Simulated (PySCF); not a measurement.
Ge(H)(Cl)2(vinyl) (C₂H₄Cl₂Ge), SMILES [CH](=C)[GeH]([Cl])[Cl].

Geometry: PBE0-D3(BJ)/def2-SVP. Other conformers were not sampled.

The numbers are results of CAM-B3LYP/def2-TZVP in PySCF, not measurements.

Isolated molecule, no solvent.

Computed frontier levels, gap, dipole moment and polarisability:
```
Quantity                                                                                                       Result
---------------------------------------------------------------------------------------------  ----------------------
highest occupied level                                                                                       -9.93 eV
lowest empty level                                                                                           -0.06 eV
orbital gap                                                                                                   9.87 eV
dipole moment                                                                                                  2.75 D
quadrupole, principal values (traceless, Buckingham form, about the centre of nuclear charge)   -5.69, 0.53, 5.16 D·Å
mean static polarisability                                                                      74.6 bohr³ (11.06 Å³)
polarisability, principal values                                                               59.7, 74.1, 90.0 bohr³
```
